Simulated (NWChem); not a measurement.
System meant: GeCl$_{4}$; SMILES [Cl][Ge]([Cl])([Cl])[Cl]

Input file for NWChem:

```
start job
memory heap 200 mb stack 900 mb global 1100 mb
geometry units angstroms noautoz
  Cl    -0.955060    -1.538874    -1.158997
  Ge    -0.000294    -0.000424     0.000273
  Cl     2.100083    -0.427575     0.165395
  Cl    -0.267985     1.899912    -0.968954
  Cl    -0.876628     0.066774     1.962175
end
basis spherical
  * library def2-svp
end
dft
  xc b3lyp
  iterations 4
  mulliken
end
task dft energy
```

End of the output:

```
    Atom       Charge   Shell Charges
 -----------   ------   -------------------------------------------------------
    1 Cl  17    16.96   2.00  1.96  1.06  0.78  5.82  2.25  3.08  0.02
    2 Ge  32    32.15   2.00  2.00  1.93  0.85  0.35  5.99  5.81  1.27  1.11  7.82  2.05  0.97
    3 Cl  17    16.96   2.00  1.96  1.06  0.78  5.82  2.25  3.08  0.02
    4 Cl  17    16.96   2.00  1.96  1.06  0.78  5.82  2.25  3.08  0.02
    5 Cl  17    16.96   2.00  1.96  1.06  0.78  5.82  2.25  3.08  0.02

 center of mass
 --------------
 x =   0.00000017 y =   0.00003389 z =   0.00000993

 moments of inertia (a.u.)
 ------------------
        1538.667675998629           0.000000000000          -0.000000000000
           0.000000000000        1538.326287737230           0.000000000001
          -0.000000000000           0.000000000001        1540.294476011599

     Multipole analysis of the density
     ---------------------------------

     L   x y z        total         alpha         beta         nuclear
     -   - - -        -----         -----         ----         -------
     0   0 0 0      0.000000    -50.000000    -50.000000    100.000000

     1   1 0 0      0.000054      0.000027      0.000027      0.000000
     1   0 1 0      0.001366      0.000683      0.000683      0.000000
     1   0 0 1      0.000722      0.000361      0.000361     -0.000000

     2   2 0 0    -49.589042   -211.955398   -211.955398    374.321753
     2   1 1 0      0.001240      0.000620      0.000620     -0.000000
     2   1 0 1      0.001641      0.000820      0.000820     -0.000000
     2   0 2 0    -49.590329   -212.039022   -212.039022    374.487715
     2   0 1 1     -0.000643     -0.000321     -0.000321     -0.000001
     2   0 0 2    -49.590097   -211.560493   -211.560493    373.530889

 ------------------------------------------------------------------------
 dft energy failed                                                                                  0
 ------------------------------------------------------------------------
 ------------------------------------------------------------------------
  current input line :
    18: task dft energy
 ------------------------------------------------------------------------
 ------------------------------------------------------------------------
 This type of error is most commonly associated with calculations not reaching convergence criteria
 ------------------------------------------------------------------------
 For more information see the NWChem manual at https://nwchemgit.github.io

0:dft energy failed:Received an Error in Communication
```

Task: What is wrong, and how is it mended?

Result: The run did not converge; its last values are not results. Cause: the SCF was allowed too few iterations. This input runs:
```
start job
memory heap 200 mb stack 900 mb global 1100 mb
geometry units angstroms noautoz
  Cl    -0.955060    -1.538874    -1.158997
  Ge    -0.000294    -0.000424     0.000273
  Cl     2.100083    -0.427575     0.165395
  Cl    -0.267985     1.899912    -0.968954
  Cl    -0.876628     0.066774     1.962175
end
basis spherical
  * library def2-svp
end
dft
  xc b3lyp
  iterations 150
  mulliken
end
task dft energy
```
It converges to -3917.22718 Ha (B3LYP/def2-SVP).
